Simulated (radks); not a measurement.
Results of a calculation; reference values are marked as such.
Spin polarisation of the 4d7 shell in the ruthenium ion Ru+. Start: [Kr] 4d(up 3.5, down 3.5); electrons of 4d are moved from spin down to spin up, other shells keep equal spins. Level of theory: scalar-relativistic Kohn-Sham, r2SCAN, spin-polarised, spherical densities, finite nucleus; meta-GGA in the generalised Kohn-Sham scheme; Fermi nuclear charge, rms radius of each element as measured or else 0.836 A^(1/3) + 0.57 fm (a radial shooting solver on a logarithmic mesh with Libxc functionals).

| moment (Bohr magnetons) | E - E(0) (eV) | e(4d up) (eV) | e(4d down) (eV) | 4p down minus up (eV) | 4s down minus up (eV) |
|---|---|---|---|---|---|
| 0 | 0.000 | -12.501 | -12.501 | 0.000 | 0.000 |
| 0.75 | -0.122 | -12.813 | -12.162 | 0.660 | 0.608 |
| 1.5 | -0.489 | -13.098 | -11.794 | 1.319 | 1.215 |
| 2.25 | -1.100 | -13.357 | -11.397 | 1.978 | 1.822 |
| 3 | -1.959 | -13.588 | -10.968 | 2.636 | 2.426 |

At moment 3 the spin-polarisation energy is -1.959 eV and the 4d exchange splitting 2.620 eV, that is 0.873 eV per Bohr magneton; E = -I m^2/4 would give I = 0.871 eV.
